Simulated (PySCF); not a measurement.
C3H7FSi, SMILES [C@H]1(F)C[C@@H]1[SiH3]. Atoms are numbered in the order given.

```xyz
12

F     -1.8245     1.4242     0.0398
C     -0.8477     0.6017     0.5230
C     -1.0787    -0.8652     0.4524
C     -0.0571    -0.1970    -0.4735
Si     1.7839    -0.4770    -0.2790
H     -0.3539     1.0413     1.3975
H     -0.7256    -1.4966     1.2739
H     -2.0190    -1.1870    -0.0032
H     -0.4148    -0.0646    -1.5014
H      2.0967    -0.5571     1.1795
H      2.1984    -1.7554    -0.9278
H      2.5640     0.6431    -0.8818
```

Geometry: B3LYP-D3(BJ)/def2-SVP. The structure was generated by enumeration; whether it is a known compound was not checked.

Two levels are set side by side: PBE/pcSseg-1 (PySCF) and PBE0/pcSseg-1 (PySCF). GIAO shifts against CFCl3 (¹⁹F), TMS (²⁹Si), TMS (¹H), TMS (¹³C) at the same level; non-relativistic, no solvent, atoms listed together averaged. Differences are taken from unrounded values.

| quantity | PBE0 | PBE | PBE minus PBE0 |
|---|---|---|---|
| δ(¹⁹F) of F1 (ppm) | -226.6 | -241.9 | -15.2 |
| δ(¹³C) of C2 (ppm) | 76.1 | 80.1 | 4.0 |
| δ(¹³C) of C3 (ppm) | 13.8 | 15.2 | 1.5 |
| δ(¹³C) of C4 (ppm) | 1.2 | 3.1 | 1.9 |
| δ(²⁹Si) of Si5 (ppm) | -60.5 | -64.4 | -3.9 |
| δ(¹H) of H6 (ppm) | 4.49 | 4.60 | 0.11 |
| δ(¹H) of H9 (ppm) | 0.48 | 0.48 | 0.00 |

Rough cost on one machine, each run with all the roots and properties that it gave: PBE0 against PBE within a factor of 2.
